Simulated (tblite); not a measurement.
Parent: `[SiH3:1][O:2][SiH2:3][SiH2:4][c:5]1[cH:6][cH:7][cH:8][s:9]1` with Si1–O2–Si3–Si4 -6°, O2–Si3–Si4–C5 22°, Si3–Si4–C5–C6 -99°, C4H10OSSi3.

Structures optimised with GFN2-xTB, isolated species. One conformer each, not checked by frequencies here.

```tsv
coordinate of the parent	value
Si1–O2	1.617 Å
O2–Si3	1.626 Å
Si3–Si4	2.313 Å
Si4–C5	1.880 Å
C5–C6	1.365 Å
C6–C7	1.411 Å
C7–C8	1.357 Å
C8–S9	1.718 Å
C5–S9	1.736 Å
Si1–O2–Si3	162.7°
O2–Si3–Si4	108.2°
Si3–Si4–C5	109.0°
Si4–C5–C6	129.3°
Si4–C5–S9	120.3°
C6–C5–S9	110.0°
C5–C6–C7	114.0°
C6–C7–C8	112.3°
C7–C8–S9	111.9°
C5–S9–C8	91.8°
```

Question: How does the shared frame change in `[SiH3:1][O:2][SiH2:3][O:4][SiH2:5][c:6]1[cH:7][cH:8][cH:9][s:10]1` with Si1–O2–Si3–O4 -3°, O2–Si3–O4–Si5 4°, Si3–O4–Si5–C6 130°, O4–Si5–C6–C7 -6°, C4H10O2SSi3? Atoms pair as Si4 = Si5, C5 = C6, C6 = C7, C7 = C8, C8 = C9, S9 = S10 (parent first).

Answer: 
| parent | relative | value in the relative | change |
| --- | --- | --- | --- |
| Si4–C5 | Si5–C6 | 1.871 Å | -0.009 |
| C5–C6 | C6–C7 | 1.365 Å | 0.000 |
| C6–C7 | C7–C8 | 1.411 Å | 0.000 |
| C7–C8 | C8–C9 | 1.358 Å | +0.001 |
| C8–S9 | C9–S10 | 1.719 Å | +0.001 |
| C5–S9 | C6–S10 | 1.735 Å | -0.001 |
| Si4–C5–C6 | Si5–C6–C7 | 129.6° | +0.3 |
| Si4–C5–S9 | Si5–C6–S10 | 120.2° | -0.1 |
| C6–C5–S9 | C7–C6–S10 | 110.2° | +0.2 |
| C5–C6–C7 | C6–C7–C8 | 113.9° | -0.1 |
| C6–C7–C8 | C7–C8–C9 | 112.3° | 0.0 |
| C7–C8–S9 | C8–C9–S10 | 111.9° | 0.0 |
| C5–S9–C8 | C6–S10–C9 | 91.7° | -0.1 |

Of the parent's bonds, Si4–C5 changes most (-0.009 Å). Bonds of the relative outside the shared frame: Si1–O2 1.621, O2–Si3 1.614, Si3–O4 1.616, O4–Si5 1.618 Å. Point group C1 → C1.

Question: How does the shared frame change in `[OH:1][SiH2:2][SiH2:3][c:4]1[cH:5][cH:6][cH:7][s:8]1` with H–O1–Si2–Si3 57°, O1–Si2–Si3–C4 -55°, Si2–Si3–C4–C5 100°, C4H8OSSi2? Atoms pair as O2 = O1, Si3 = Si2, Si4 = Si3, C5 = C4, C6 = C5, C7 = C6, C8 = C7, S9 = S8 (parent first).

Answer: 
```tsv
parent	relative	value in the relative	change
O2–Si3	O1–Si2	1.631 Å	+0.005
Si3–Si4	Si2–Si3	2.314 Å	+0.001
Si4–C5	Si3–C4	1.883 Å	+0.003
C5–C6	C4–C5	1.365 Å	0.000
C6–C7	C5–C6	1.411 Å	0.000
C7–C8	C6–C7	1.357 Å	0.000
C8–S9	C7–S8	1.719 Å	+0.001
C5–S9	C4–S8	1.738 Å	+0.002
O2–Si3–Si4	O1–Si2–Si3	111.5°	+3.3
Si3–Si4–C5	Si2–Si3–C4	109.8°	+0.8
Si4–C5–C6	Si3–C4–C5	129.2°	-0.1
Si4–C5–S9	Si3–C4–S8	120.7°	+0.4
C6–C5–S9	C5–C4–S8	110.0°	0.0
C5–C6–C7	C4–C5–C6	114.0°	0.0
C6–C7–C8	C5–C6–C7	112.3°	0.0
C7–C8–S9	C6–C7–S8	111.9°	0.0
C5–S9–C8	C4–S8–C7	91.8°	0.0
```

Of the parent's bonds, O2–Si3 changes most (+0.005 Å). Point group C1 → C1.

Question: How does the shared frame change in `[SiH3:1][O:2][CH2:3][SiH2:4][c:5]1[cH:6][cH:7][cH:8][s:9]1` with Si1–O2–C3–Si4 -70°, O2–C3–Si4–C5 -174°, C3–Si4–C5–C6 -5°, C5H10OSSi2? Atoms pair as Si4 = Si4, C5 = C5, C6 = C6, C7 = C7, C8 = C8, S9 = S9 (parent first).

Answer: 
```json
{"parent": "Si4–C5", "relative": "Si4–C5", "value in the relative": "1.872 Å", "change": "-0.008"}
{"parent": "C5–C6", "relative": "C5–C6", "value in the relative": "1.366 Å", "change": "+0.001"}
{"parent": "C6–C7", "relative": "C6–C7", "value in the relative": "1.410 Å", "change": "-0.001"}
{"parent": "C7–C8", "relative": "C7–C8", "value in the relative": "1.358 Å", "change": "+0.001"}
{"parent": "C8–S9", "relative": "C8–S9", "value in the relative": "1.717 Å", "change": "-0.001"}
{"parent": "C5–S9", "relative": "C5–S9", "value in the relative": "1.735 Å", "change": "-0.001"}
{"parent": "Si4–C5–C6", "relative": "Si4–C5–C6", "value in the relative": "130.9°", "change": "+1.6"}
{"parent": "Si4–C5–S9", "relative": "Si4–C5–S9", "value in the relative": "118.9°", "change": "-1.4"}
{"parent": "C6–C5–S9", "relative": "C6–C5–S9", "value in the relative": "110.1°", "change": "+0.1"}
{"parent": "C5–C6–C7", "relative": "C5–C6–C7", "value in the relative": "113.9°", "change": "-0.1"}
{"parent": "C6–C7–C8", "relative": "C6–C7–C8", "value in the relative": "112.3°", "change": "0.0"}
{"parent": "C7–C8–S9", "relative": "C7–C8–S9", "value in the relative": "111.9°", "change": "0.0"}
{"parent": "C5–S9–C8", "relative": "C5–S9–C8", "value in the relative": "91.8°", "change": "0.0"}
```

Of the parent's bonds, Si4–C5 changes most (-0.008 Å). Bonds of the relative outside the shared frame: Si1–O2 1.613, O2–C3 1.403, C3–Si4 1.910 Å. Point group C1 → C1.

All values are computed, not measured.
